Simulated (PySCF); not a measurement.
trimethyl amine (C3H9N), singlet, geometry from GFN2-xTB. Base run: PySCF with PBE/3-21G.

PySCF was given this input:
```python
from pyscf import gto, scf, dft

mol = gto.M(
    atom='''
N    -0.002618    0.000139    0.374017
C    -0.001522    1.379708   -0.063000
C     1.196270   -0.688189   -0.053850
C    -1.193436   -0.691589   -0.070576
H     0.006020    1.479589   -1.160829
H     0.879371    1.880142    0.336681
H    -0.889343    1.877626    0.324302
H     1.290874   -0.738616   -1.151014
H     1.184940   -1.703467    0.340147
H     2.067122   -0.170420    0.345754
H    -1.272530   -0.742262   -1.168955
H    -2.071266   -0.176308    0.316790
H    -1.184734   -1.706838    0.323562
''',
    basis='3-21g',
    charge=0,
    spin=0,
    verbose=4,
)

mf = dft.RKS(mol)
mf.xc = 'pbe'
mf.kernel()
```

Each row names what was changed in the base input (with any setting that the change needs).

```csv
change,ΔE vs base (mEh),fitting functions,dipole (D)
base,0.000,-,0.61
auxbasis = def2-universal-jkfit,-0.226,464,0.61
auxbasis = even-tempered beta=3.0,-11.843,184,0.61
auxbasis = cc-pvqz-jkfit,-0.073,883,0.61
auxbasis = even-tempered beta=1.6,-7.048,404,0.62
auxbasis = cc-pvdz-jkfit,-0.260,487,0.61
auxbasis = def2-universal-jfit,-0.480,295,0.61
auxbasis = even-tempered beta=2.0,-7.881,281,0.62
auxbasis = autoaux,-7.624,360,0.62
auxbasis = def2-svp-ri,-8.200,318,0.61
```

A fitting set is made for a task (jfit for Coulomb, jkfit for Coulomb and exchange, ri for correlation) and for a family of orbital bases.
